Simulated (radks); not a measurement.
Coulomb parameter of the 4d shell of the niobium ion Nb2+ in the model configuration [Kr] 4d2 5s1, as a second difference U = [E(n + 0.5) + E(n - 0.5) - 2 E(n)] / (0.5)^2 with all orbitals relaxed. "Bare": the charge of the atom changes with n. "Screened": the 5s shell takes up the change at fixed total charge, which measures U(4d,4d) + U(5s,5s) - 2 U(4d,5s). All-electron calculation, Dirac Kohn-Sham, PBE, spin-unpolarised, spherical densities, point nucleus; open shells are shared between the two j in proportion to 2j + 1. Program: a radial shooting solver on a logarithmic mesh with Libxc functionals.

case              configuration  E - E(n) (eV)
start              [Kr] 4d2 5s1          0.000
bare +0.5        [Kr] 4d2.5 5s1         -9.533
bare -0.5        [Kr] 4d1.5 5s1         12.338
screened +0.5  [Kr] 4d2.5 5s0.5         -1.559
screened -0.5  [Kr] 4d1.5 5s1.5          1.889

U(bare) = 11.219 eV, U(screened by 5s) = 1.320 eV.
